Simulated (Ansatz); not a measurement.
`[BH2][SnH2][CH3]` and `[BH2][SnH2][SiH3]` differ in one atom or group.

Ansatz, PBE0-D4/def2-TZVP geometries, multiplicity 1. 

Elements past krypton have def2 core potentials.

```csv
property,`[BH2][SnH2][CH3]`
HOMO energy (PBE0/def2-TZVPP) / eV,-7.71
LUMO energy (ωB97M-V/def2-TZVPP) / eV,-0.51
LUMO energy (PBE/def2-TZVPP) / eV,-3.44
LUMO energy (B3LYP/def2-TZVPP) / eV,-2.65
HOMO–LUMO gap (PBE/def2-TZVPP) / eV,3.15
size of the dipole moment (PBE/def2-TZVPP) / D,0.72
```

(1) Give the same properties after the change, and the shifts. (Estimate.)

Answers

(1) Computed: 
| property | `[BH2][SnH2][SiH3]` | shift |
| --- | --- | --- |
| HOMO energy (PBE0/def2-TZVPP) / eV | -7.59 | 0.12 |
| LUMO energy (ωB97M-V/def2-TZVPP) / eV | -0.68 | -0.17 |
| LUMO energy (PBE/def2-TZVPP) / eV | -3.51 | -0.07 |
| LUMO energy (B3LYP/def2-TZVPP) / eV | -2.75 | -0.10 |
| HOMO–LUMO gap (PBE/def2-TZVPP) / eV | 3.08 | -0.07 |
| size of the dipole moment (PBE/def2-TZVPP) / D | 0.41 | -0.31 |

With PBE0 the HOMO rises by 0.12 eV and the LUMO falls by 0.12 eV, so the gap narrows by about 0.24 eV. PBE moves the HOMO by 0.00 eV and ωB97M-V by 0.28 eV. Dipoles are sizes alone; their direction can turn.

B3LYP here is the variant with VWN-RPA as its local correlation; programs differ in this.
